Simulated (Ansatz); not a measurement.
Cost and result for the atomization energy of `C[O][In]([OH])[Br]` (9 atoms, 8 bonds).

```tsv
atom	x (Å)	y (Å)	z (Å)
C1	-1.593	0.211	-0.517
O2	-0.286	-0.263	-0.737
In3	1.159	-0.082	0.587
O4	2.961	-0.688	0.093
Br5	0.670	0.838	2.796
H6	-1.852	0.308	0.545
H7	-2.301	-0.491	-0.970
H8	-1.738	1.190	-0.988
H9	2.980	-1.023	-0.808
```

The species carries charge 0 and has multiplicity 1. Correlated methods include outer-core shells of Br, In, which these sets cover unevenly. Scalar relativity is left out up to krypton. In: def2 effective core potential. The geometry is a stationary point of PBE0-D4/def2-TZVP. It is one conformer, not always the lowest. Program: Ansatz. Hardware: A = 2 threads of an AMD EPYC 7R13 on a shared host; B = 2 threads of an AMD EPYC 7R13 on a shared host and a share of an NVIDIA H100 80 GB. Times are those of one run each, without the atoms' runs, and a repeat can differ threefold. Electronic energies, without spin–orbit coupling; frozen cores. CCSD(T)/CBS adds CCSD(T) − MP2 in def2-TZVPP to the MP2 limit, and its time is that of the two runs behind it. T1 = 0.015. With those shells the extrapolation isn't a true limit. B3LYP takes the VWN-RPA correlation (the form of Gaussian; ORCA's B3LYP/G).

CCSD(T)/CBS is a level of theory with its own doubt, some kJ/mol a heavy atom from the limit and from the frozen cores, so smaller differences don't rank the functionals.

```
                                 level  functions  wall time
                    MP2/def2-QZVPP [B]        462      4.2 s
                CCSD(T)/def2-TZVPP [B]        247      4.5 s
   PBE-D4/def2-TZVPP (with forces) [A]        247      5.5 s
                PBE0-D4/def2-TZVPP [A]        247        8 s
                     CCSD(T)/CBS(def2)          –      8.7 s
r2SCAN-D4/def2-TZVPP (with forces) [A]        247       10 s
 B3LYP-D4/def2-TZVPP (with forces) [A]        247       11 s
                 B2PLYP/def2-TZVPP [A]        247       11 s
                ωB97X-V/def2-TZVPP [A]        247       13 s
  ωB97M-V/def2-TZVPP (with forces) [A]        247       19 s
```

(1) What atomization energy does each give, and how far from CCSD(T)/CBS? (An estimate is asked.)

Results:

(1) Ansatz gave: 
```json
{"level": "MP2/def2-QZVPP [B]", "atomization (kcal/mol)": "733.4", "difference from CCSD(T)/CBS": "8.4", "per bond": "1.0"}
{"level": "CCSD(T)/def2-TZVPP [B]", "atomization (kcal/mol)": "699.3", "difference from CCSD(T)/CBS": "-25.7", "per bond": "-3.2"}
{"level": "PBE-D4/def2-TZVPP (with forces) [A]", "atomization (kcal/mol)": "731.9", "difference from CCSD(T)/CBS": "6.9", "per bond": "0.9"}
{"level": "PBE0-D4/def2-TZVPP [A]", "atomization (kcal/mol)": "711.3", "difference from CCSD(T)/CBS": "-13.7", "per bond": "-1.7"}
{"level": "CCSD(T)/CBS(def2)", "atomization (kcal/mol)": "725.0", "difference from CCSD(T)/CBS": "0.0", "per bond": "0.0"}
{"level": "r2SCAN-D4/def2-TZVPP (with forces) [A]", "atomization (kcal/mol)": "719.6", "difference from CCSD(T)/CBS": "-5.4", "per bond": "-0.7"}
{"level": "B3LYP-D4/def2-TZVPP (with forces) [A]", "atomization (kcal/mol)": "708.3", "difference from CCSD(T)/CBS": "-16.7", "per bond": "-2.1"}
{"level": "B2PLYP/def2-TZVPP [A]", "atomization (kcal/mol)": "705.6", "difference from CCSD(T)/CBS": "-19.4", "per bond": "-2.4"}
{"level": "ωB97X-V/def2-TZVPP [A]", "atomization (kcal/mol)": "718.8", "difference from CCSD(T)/CBS": "-6.2", "per bond": "-0.8"}
{"level": "ωB97M-V/def2-TZVPP (with forces) [A]", "atomization (kcal/mol)": "716.1", "difference from CCSD(T)/CBS": "-8.9", "per bond": "-1.1"}
```

In def2-TZVPP, CCSD(T) changes the Hartree–Fock value by +211.6 kcal/mol (the triples alone add +14.7 kcal/mol) and MP2 by +230.4 kcal/mol; breaking electron pairs costs correlation energy, which Hartree–Fock lacks. The D4 term adds +7.0 kcal/mol with B3LYP and +3.7 kcal/mol with PBE0; it sums over pairs of atoms, weighted by their polarisabilities, and B3LYP, whose exchange is more repulsive, gets the larger term. From PBE to PBE0 (25 % exact exchange), in def2-TZVPP and without D4, the atomization energy moves by −20.0 kcal/mol: exact exchange takes away binding that semilocal exchange gives to molecules.

Spin–orbit coupling would lower the free In atoms strongly, and the atomization energy with them, by more than many differences here.
